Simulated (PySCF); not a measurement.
Saddle point of SiH₂SF₂, singlet (SiF₂ + H₂S → SiH₂SF₂ ([F][SiH]([F])[SH]); bonds formed: Si1–H4, Si1–S5; bonds broken: H4–S5), PBE0-D4/def2-TZVP structure:

Si1  (0.311, -0.812, 0.342)
F2  (-1.210, -1.156, 0.677)
F3  (0.704, -1.707, -0.915)
H4  (0.970, 0.662, 0.495)
S5  (0.057, 1.336, -0.774)
H6  (-0.832, 1.678, 0.175)
(Å)

Energies are electronic, without zero-point energy. Barriers and step energies count from the start structure reached by relaxing down the imaginary mode; all methods use the PBE0-D4 structures, on which another method's saddle can fall below an end. Computed with PySCF 2.14 with density fitting (its default auxiliary sets; JK sets also for MP2 and CCSD(T)) (basis: def2-TZVPP, with def2-QZVPP for the basis limit); correlated methods freeze the cores. B3LYP uses VWN-RPA correlation. Extrapolation: Hartree–Fock as exp(−7.88 √X), correlation as X^−2.97.

| method | barrier (eV) | step energy (eV) |
| --- | --- | --- |
| SPW92 | 0.689 | -1.773 |
| PBE-D4 | ? | -1.689 |
| r2SCAN-D4 | 0.860 | -1.992 |
| PBE0-D4 | 1.024 | -1.893 |
| B3LYP-D4 | ? | -1.742 |
| BHLYP-D4 | ? | -1.952 |
| wB97M-V | 1.353 | -1.751 |
| HF | 1.832 | -2.120 |
| MP2 | 1.150 | -2.045 |
| CCSD | 1.363 | -1.929 |
| CCSD(T) | 1.222 | -1.906 |

Question: Fill in the withheld barriers. (Judge from chemistry; the value comes from the calculation.)

Answer: By the calculation: PBE-D4 0.853; BHLYP-D4 1.380; B3LYP-D4 1.158 eV. Each is the energy of the saddle less that of the start structure, by the same method.

For comparison, the barrier by CCSD(T) at an estimated basis limit (MP2 extrapolated from triple and quadruple zeta, plus CCSD(T) − MP2 in triple zeta) is 1.153 eV.

T1 diagnostic: at most 0.016. The restricted Hartree–Fock reference is unstable towards an unrestricted one at one or more of these structures.

Losses and insertions of silylenes and their heavier kin drive the gas-phase chemistry of silicon and germanium vapour deposition.

Labels in which every atom is bracketed show which atoms are joined, not bond orders.

For scale, one of the runs: CCSD(T)/def2-TZVPP, 174 basis functions, launched by `OMP_NUM_THREADS=4 python run.py`. The run took 2.2 min on 4 CPU threads of an AMD EPYC 7B13 (shared host), with 1.8 GiB of host memory at its peak.
